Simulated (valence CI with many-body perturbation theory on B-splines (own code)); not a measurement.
## Forbidden lines of Pm LIV

Calculated by valence CI with perturbative core correlation (CI+MBPT): six valence electrons over a frozen Dirac-Fock core [He], radial functions for each j: 9 s, 9 p, 8 d, 6 f, 3 g, 1 h, with the one-electron correlation potential Σ1 (screened to all orders), the two-electron term Σ2, the three-electron term Σ3, Breit, model QED; selected single and double excitations, second order for the rest, scaled by the run's own slope (own B-spline code, finite nucleus).

No measured spectrum was set against this ion. As an estimate, large intervals hold to a few tenths of a per cent, small ones and those within an open d or f shell to about a per cent. Among the levels kept, up to 2100 cm⁻¹ of a level comes from second order outside the variational space, and about a tenth of that is noise between levels of different J, which matters for small intervals.

Lines 1 to 50 of 55 in falling wavelength, among levels below 6746.4 eV, chosen from the decays that carry over 1 % of a level's rate. Wavelengths and rates use the calculated energies. Electric multipoles are in the length gauge with retardation, E1 and E2 with the static RPA response of the core. M1 uses the relativistic operator with retardation. Weak lines are less certain than strong ones. Lines between different terms over intervals too small for the method are left out, as are lines whose strength nearly cancels. The highest levels of a list are the least certain.

Levels are named by their leading jj configuration (3d3/2^4 stands for four electrons in 3d with j = 3/2), which in mixed levels can hold well under half, so a name can repeat and another be missing. Letters in brackets count levels of one name in rising energy.

| λ vac (Å) | Upper | Lower | Type | A (s⁻¹) | Branch % |
| --- | --- | --- | --- | --- | --- |
| 271.8 | (2s^2 2p1/2^2 2p3/2^2) J=0 | (2s^2 2p1/2^2 2p3/2^2) J=2 | E2 | 4.58e+01 | 100.0 |
| 23.24 | (2s^2 2p1/2 2p3/2^3) J=1 | (2s^2 2p1/2^2 2p3/2^2) J=0 | M1 | 5.09e+08 | 24.7 |
| 22.05 | (2s^2 2p1/2 2p3/2^2 3d5/2) J=4 | (2s^2 2p1/2^2 2p3/2 3d5/2) J=4 | M1 | 1.28e+09 | 2.5 |
| 21.41 | (2s^2 2p1/2 2p3/2^3) J=1 | (2s^2 2p1/2^2 2p3/2^2) J=2 | M1 | 1.55e+09 | 75.1 |
| 20.77 | (2s^2 2p1/2 2p3/2^3) J=2 | (2s^2 2p1/2^2 2p3/2^2) J=2 | M1 | 9.38e+08 | 99.3 |
| 20.20 | (2s^2 2p3/2^4) J=0 | (2s^2 2p1/2 2p3/2^3) J=1 | M1 | 4.05e+09 | 71.2 |
| 2.342 | (2s^2 2p1/2^2 2p3/2 3d5/2) J=4 | (2s 2p1/2^2 2p3/2^3) J=2 | E2 | 5.50e+08 | 1.0 |
| 2.127 | (2s^2 2p1/2^2 2p3/2 3p1/2) J=2 | (2s^2 2p1/2^2 2p3/2^2) J=0 | E2 | 1.41e+11 | 19.0 |
| 2.124 | (2s^2 2p1/2 2p3/2^2 3p1/2) J=1 [a] | (2s^2 2p1/2 2p3/2^3) J=2 | E2 | 8.01e+10 | 31.3 |
| 2.121 | (2s^2 2p1/2 2p3/2^2 3p1/2) J=2 [a] | (2s^2 2p1/2 2p3/2^3) J=2 | E2 | 1.04e+10 | 2.5 |
| 2.117 | (2s^2 2p1/2 2p3/2^2 3d5/2) J=4 | (2s 2p1/2^2 2p3/2^3) J=2 | E2 | 7.76e+08 | 1.5 |
| 2.117 | (2s^2 2p1/2 2p3/2^2 3p1/2) J=1 [a] | (2s^2 2p1/2 2p3/2^3) J=1 | E2 | 7.89e+10 | 30.8 |
| 2.117 | (2s^2 2p1/2 2p3/2^2 3p1/2) J=1 [a] | (2s^2 2p1/2 2p3/2^3) J=1 | M1 | 5.25e+09 | 2.0 |
| 2.115 | (2s^2 2p1/2 2p3/2^2 3p1/2) J=3 | (2s^2 2p1/2 2p3/2^3) J=2 | E2 | 4.53e+11 | 77.0 |
| 2.115 | (2s^2 2p1/2 2p3/2^2 3p1/2) J=2 [a] | (2s^2 2p1/2 2p3/2^3) J=1 | E2 | 3.72e+11 | 88.2 |
| 2.111 | (2s^2 2p1/2^2 2p3/2 3p1/2) J=1 | (2s^2 2p1/2^2 2p3/2^2) J=2 | E2 | 3.97e+11 | 81.5 |
| 2.111 | (2s^2 2p1/2^2 2p3/2 3p1/2) J=1 | (2s^2 2p1/2^2 2p3/2^2) J=2 | M1 | 5.23e+09 | 1.1 |
| 2.110 | (2s^2 2p1/2^2 2p3/2 3p1/2) J=2 | (2s^2 2p1/2^2 2p3/2^2) J=2 | E2 | 5.33e+11 | 71.9 |
| 2.109 | (2s^2 2p1/2 2p3/2^2 3p1/2) J=3 | (2s^2 2p1/2 2p3/2^3) J=1 | E2 | 7.49e+10 | 12.7 |
| 2.105 | (2s^2 2p1/2 2p3/2^2 3p1/2) J=2 [b] | (2s^2 2p1/2 2p3/2^3) J=2 | E2 | 2.49e+11 | 19.3 |
| 2.102 | (2s^2 2p1/2 2p3/2^2 3p1/2) J=1 [b] | (2s^2 2p1/2 2p3/2^3) J=2 | E2 | 2.12e+11 | 35.7 |
| 2.099 | (2s^2 2p1/2 2p3/2^2 3p1/2) J=2 [b] | (2s^2 2p1/2 2p3/2^3) J=1 | E2 | 4.17e+10 | 3.2 |
| 2.096 | (2s^2 2p1/2 2p3/2^2 3p1/2) J=1 [b] | (2s^2 2p1/2 2p3/2^3) J=1 | E2 | 2.14e+11 | 36.0 |
| 2.089 | (2s^2 2p1/2 2p3/2^2 3p1/2) J=0 | (2s^2 2p1/2 2p3/2^3) J=2 | E2 | 4.24e+11 | 35.1 |
| 2.064 | (2s^2 2p1/2 2p3/2^2 3p3/2) J=0 | (2s^2 2p1/2 2p3/2^3) J=2 | E2 | 9.80e+10 | 13.4 |
| 2.063 | (2s^2 2p1/2 2p3/2^2 3p3/2) J=3 [a] | (2s^2 2p1/2 2p3/2^3) J=1 | E2 | 7.13e+10 | 1.1 |
| 2.061 | (2s^2 2p1/2^2 2p3/2 3p3/2) J=2 | (2s^2 2p1/2^2 2p3/2^2) J=0 | E2 | 1.59e+11 | 26.9 |
| 2.061 | (2s^2 2p1/2 2p3/2^2 3p3/2) J=3 [b] | (2s^2 2p1/2 2p3/2^3) J=2 | E2 | 1.18e+11 | 2.4 |
| 2.060 | (2s^2 2p1/2 2p3/2^2 3p3/2) J=1 [a] | (2s^2 2p1/2 2p3/2^3) J=2 | E2 | 1.90e+10 | 1.7 |
| 2.059 | (2s^2 2p1/2 2p3/2^2 3p3/2) J=2 [a] | (2s^2 2p1/2 2p3/2^3) J=1 | E2 | 1.22e+11 | 1.4 |
| 2.057 | (2s^2 2p1/2 2p3/2^2 3p3/2) J=4 | (2s^2 2p1/2 2p3/2^3) J=2 | E2 | 1.41e+11 | 17.9 |
| 2.053 | (2s^2 2p1/2 2p3/2^2 3p3/2) J=1 [a] | (2s^2 2p1/2 2p3/2^3) J=1 | E2 | 1.16e+11 | 10.2 |
| 2.053 | (2s^2 2p1/2^2 2p3/2 3p3/2) J=3 | (2s^2 2p1/2^2 2p3/2^2) J=2 | E2 | 2.92e+11 | 46.7 |
| 2.053 | (2s^2 2p1/2^2 2p3/2 3p3/2) J=1 | (2s^2 2p1/2^2 2p3/2^2) J=2 | E2 | 3.03e+11 | 44.9 |
| 2.051 | (2s^2 2p1/2 2p3/2^2 3p3/2) J=1 [b] | (2s^2 2p1/2 2p3/2^3) J=2 | E2 | 2.62e+11 | 3.0 |
| 2.049 | (2s^2 2p1/2 2p3/2^2 3p3/2) J=3 [c] | (2s^2 2p1/2 2p3/2^3) J=1 | E2 | 7.55e+10 | 1.7 |
| 2.045 | (2s^2 2p1/2 2p3/2^2 3p3/2) J=2 [b] | (2s^2 2p1/2 2p3/2^3) J=2 | E2 | 3.65e+11 | 5.9 |
| 2.045 | (2s^2 2p1/2 2p3/2^2 3p3/2) J=1 [b] | (2s^2 2p1/2 2p3/2^3) J=1 | E2 | 1.73e+11 | 2.0 |
| 2.039 | (2s^2 2p1/2 2p3/2^2 3p3/2) J=2 [b] | (2s^2 2p1/2 2p3/2^3) J=1 | E2 | 1.14e+11 | 1.8 |
| 2.039 | (2s^2 2p1/2^2 2p3/2 3p3/2) J=0 | (2s^2 2p1/2^2 2p3/2^2) J=2 | E2 | 7.95e+11 | 46.5 |
| 2.018 | (2s^2 2p1/2 2p3/2^2 3d5/2) J=4 | (2s^2 2p1/2 2p3/2^3) J=2 | M2 | 1.84e+09 | 3.6 |
| 2.006 | (2s^2 2p1/2^2 2p3/2 3d5/2) J=4 | (2s^2 2p1/2^2 2p3/2^2) J=2 | M2 | 1.34e+10 | 24.9 |
| 2.006 | (2s^2 2p1/2^2 2p3/2 3d5/2) J=4 | (2s^2 2p1/2^2 2p3/2^2) J=2 | E3 | 9.54e+08 | 1.8 |
| 1.879 | (2s^2 2p1/2 2p3/2^2 3p3/2) J=2 [a] | (2s^2 2p1/2^2 2p3/2^2) J=2 | E2 | 1.14e+11 | 1.3 |
| 1.878 | (2s^2 2p1/2 2p3/2^2 3p3/2) J=0 | (2s^2 2p1/2^2 2p3/2^2) J=2 | E2 | 3.21e+11 | 44.0 |
| 1.875 | (2s^2 2p1/2 2p3/2^2 3p3/2) J=2 [b] | (2s^2 2p1/2^2 2p3/2^2) J=0 | E2 | 8.93e+10 | 1.5 |
| 1.875 | (2s^2 2p1/2 2p3/2^2 3p3/2) J=3 [b] | (2s^2 2p1/2^2 2p3/2^2) J=2 | E2 | 2.31e+11 | 4.8 |
| 1.874 | (2s^2 2p1/2 2p3/2^2 3p3/2) J=1 [a] | (2s^2 2p1/2^2 2p3/2^2) J=2 | E2 | 2.24e+11 | 19.9 |
| 1.872 | (2s^2 2p1/2 2p3/2^2 3p3/2) J=4 | (2s^2 2p1/2^2 2p3/2^2) J=2 | E2 | 3.67e+11 | 46.8 |
| 1.870 | (2s^2 2p1/2 2p3/2^2 3p3/2) J=2 [c] | (2s^2 2p1/2^2 2p3/2^2) J=0 | E2 | 2.64e+11 | 13.0 |
